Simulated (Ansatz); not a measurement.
Gas-phase electronic energies from Ansatz, PBE0-D4/def2-TZVP geometries. CCSD(T)/CBS adds triple-zeta CCSD(T) − MP2 to the extrapolated MP2 energy (def2 sets, frozen cores). DFT in def2-TZVPP. Each species was taken in one conformer, which may not be the lowest.

Reaction (redistribution): `NBO[SiH3]` + `BCCCl` → `BBN` + `[SiH3]OCCCl`

`NBO[SiH3]`:

```xyz
10

N    -1.331    1.098   -1.294
B    -0.349    0.213   -0.850
O    -0.067    0.139    0.489
Si    0.995   -0.765    1.354
H    -1.576    1.192   -2.263
H    -1.849    1.693   -0.670
H     0.238   -0.474   -1.643
H     1.916    0.143    2.083
H     0.242   -1.584    2.336
H     1.780   -1.656    0.458
```

`BCCCl`:

Cartesian coordinates in Å:
```
B -0.984 -1.020 0.342
C 0.302 -0.160 0.497
C 0.510 0.943 -0.514
Cl 0.761 0.255 -2.147
H -1.096 -2.043 0.953
H -1.903 -0.638 -0.325
H 1.201 -0.778 0.590
H 0.184 0.297 1.499
H -0.364 1.591 -0.588
H 1.389 1.553 -0.306
```

`BBN`:

```xyz
8

B    -0.673    0.941    0.801
B    -0.274   -0.245   -0.296
N     0.974   -0.784   -0.586
H    -1.018    0.686    1.922
H    -0.740    2.100    0.493
H    -1.207   -0.694   -0.922
H     1.110   -1.505   -1.274
H     1.829   -0.500   -0.138
```

`[SiH3]OCCCl`:

```xyz
12

Si   -0.106   -0.581   -2.025
O    -0.327    0.276   -0.636
C     0.226   -0.118    0.598
C    -0.200    0.898    1.632
Cl    0.468    0.460    3.219
H    -0.642   -1.962   -1.879
H     1.342   -0.674   -2.358
H    -0.836    0.152   -3.084
H     1.321   -0.154    0.546
H    -0.131   -1.113    0.890
H     0.169    1.890    1.376
H    -1.285    0.928    1.722
```

Problem. Is it downhill or uphill in electronic energy at CCSD(T)/CBS, and by how much? (Estimate.)

Solution. Computed: Uphill: ΔE = +55.0 kcal/mol.

Problem. What do these levels give: r2SCAN-D4, ωB97M-V, PBE0, CCSD/def2-TZVPP, MP2/def2-QZVPP, SCS-MP2/def2-QZVPP? (An estimate is asked.)

Solution. Computed: r2SCAN-D4 54.7, ωB97M-V 55.2, PBE0 53.3, CCSD/def2-TZVPP 54.8, MP2/def2-QZVPP 57.5, SCS-MP2/def2-QZVPP 56.2 kcal/mol.

Largest T1 diagnostic among the species: 0.013.

From PBE to PBE0 (25 % exact exchange), in def2-TZVPP and without D4, ΔE moves by +1.5 kcal/mol.
